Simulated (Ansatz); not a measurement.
One change: `C[NH][GeH2][NH2]` becomes `C[NH][GeH2][NH]C`.

Ansatz, PBE0-D4/def2-TZVP geometries, multiplicity 1. Each molecule was computed in one conformer, which needn't be the lowest.

Scalar relativity is left out up to krypton.

```csv
property,`C[NH][GeH2][NH2]`
HOMO–LUMO gap (PBE0/def2-TZVPP) / eV,7.28
size of the dipole moment (B3LYP/def2-TZVPP) / D,0.33
size of the dipole moment (PBE/def2-TZVPP) / D,0.28
HOMO energy (PBE/def2-TZVPP) / eV,-5.16
LUMO energy (ωB97M-V/def2-TZVPP) / eV,2.28
size of the dipole moment (ωB97M-V/def2-TZVPP) / D,0.38
```

Question: Give the same properties after the change, and the shifts. (Estimate.)

Answer: Computed: 
```json
{"property": "HOMO–LUMO gap (PBE0/def2-TZVPP) / eV", "`C[NH][GeH2][NH]C`": "7.34", "shift": "0.06"}
{"property": "size of the dipole moment (B3LYP/def2-TZVPP) / D", "`C[NH][GeH2][NH]C`": "0.31", "shift": "-0.02"}
{"property": "size of the dipole moment (PBE/def2-TZVPP) / D", "`C[NH][GeH2][NH]C`": "0.21", "shift": "-0.07"}
{"property": "HOMO energy (PBE/def2-TZVPP) / eV", "`C[NH][GeH2][NH]C`": "-5.08", "shift": "0.08"}
{"property": "LUMO energy (ωB97M-V/def2-TZVPP) / eV", "`C[NH][GeH2][NH]C`": "2.44", "shift": "0.16"}
{"property": "size of the dipole moment (ωB97M-V/def2-TZVPP) / D", "`C[NH][GeH2][NH]C`": "0.39", "shift": "0.01"}
```

With PBE0 the HOMO rises by 0.09 eV and the LUMO rises by 0.16 eV, so the gap widens by about 0.07 eV. PBE moves the HOMO by 0.08 eV and ωB97M-V by 0.10 eV. Dipoles are sizes alone; their direction can turn.

Positive LUMOs are unbound, so they and the gaps depend on the basis.

B3LYP here is the variant with VWN-RPA as its local correlation; programs differ in this.
